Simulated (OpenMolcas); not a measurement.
**Bi: effect of the IPEA shift**

| Property | Result |
| --- | --- |
| Program | OpenMolcas |
| Basis | ANO-RCC-VTZP [8s7p5d3f2g] |
| Scalar Hamiltonian | DKH2, point nucleus |
| Active space | 5 electrons in 8 orbitals (6s 6p 7s 7p) |
| State averaging | 2S+1 = 4 odd, 1 root; 2S+1 = 2 odd, 8 roots |
| Spin-orbit coupling | RASSI with atomic mean-field integrals over the reference wave functions, term energies averaged over their components |

Methods on the same reference wave functions:
A. CASSCF
B. SS-CASPT2, IPEA 0 Eh, imaginary shift 0.1 Eh (closed shells correlated: 5d)
C. SS-CASPT2, IPEA 0.25 Eh, imaginary shift 0.1 Eh (closed shells correlated: 5d)

Energies in eV above 6s² 6p³ ⁴S°_3/2, the measured ground level; measured values from NIST Handbook of Basic Atomic Spectroscopic Data.

```csv
Level,A,B,C,Measured
6s² 6p³ ⁴S°_3/2 [72 %],0.0000,0.0000,0.0000,0.0000
6s² 6p³ ²D°_3/2 [66 %],1.4541,1.293,1.297,1.4158
6s² 6p³ ²D°_5/2,2.0615,1.812,1.819,1.9140
6s² 6p³ ²P°_1/2,2.7129,2.713,2.707,2.6856
6s² 6p³ ²P°_3/2 [65 %],3.8126,3.749,3.747,4.1119
```

Deviations, from unrounded energies. A percentage is the sum of absolute deviations over the sum of measured energies, with the sign that they share, or ± where signs differ.

```csv
Against measurement,Levels,A,B,C
mean absolute deviation (cm-1),4,1000,1200,1200
other terms of the ground configuration (%),4,±5.1,±6.1,±5.9
```

A lies closest to measurement on these levels and B furthest from it. The largest miss of A in the table is 6s² 6p³ ²P°_3/2 [65 %], by -2400 cm-1. The ranking rests on the paired levels alone, and a cruder setting can come out closer through cancelling errors.

Between B and C the level of the table that moves most is 6s² 6p³ ²D°_5/2, by 59 cm-1 (lowest in B, highest in C). Moves below CASPT2's spread within the term are not significant.

The mean deviations of B to C differ by less than CASPT2's widest spread within a term (170 cm-1), so their order carries little weight.

From A to B the spin-free energies of the other terms of 6s² 6p³ shown, above ⁴S°, scale by factors of 0.82 to 0.99.

The lowest spin-free term lies below A's lowest term by 0.479 hartree in B, 0.472 hartree in C.

CASPT2 does not keep the components of a term degenerate, so their means are used; among the terms shown or strongly mixed into the levels shown the widest spread is 170 cm-1 (6s² 6p³ ²D°, C). Active for correlation alone: 7p 7s; no level in the range computed is led by a configuration that fills them, so any true level of that kind is missing. Spin-orbit splittings of 6p shells tend to come out small when the coupling is added on scalar orbitals. Measured partners are found by configuration, term and J. A level has none where our copy of the source lacks it or the pairing is in doubt (some pairs that miss far off the trend of their configuration count as doubtful), and it then counts in no deviation. Levels of configurations outside the active space are missing.

A share in square brackets marks a mixed level and gives the weight of the term that names it, the lowest over the columns. ° marks odd parity.
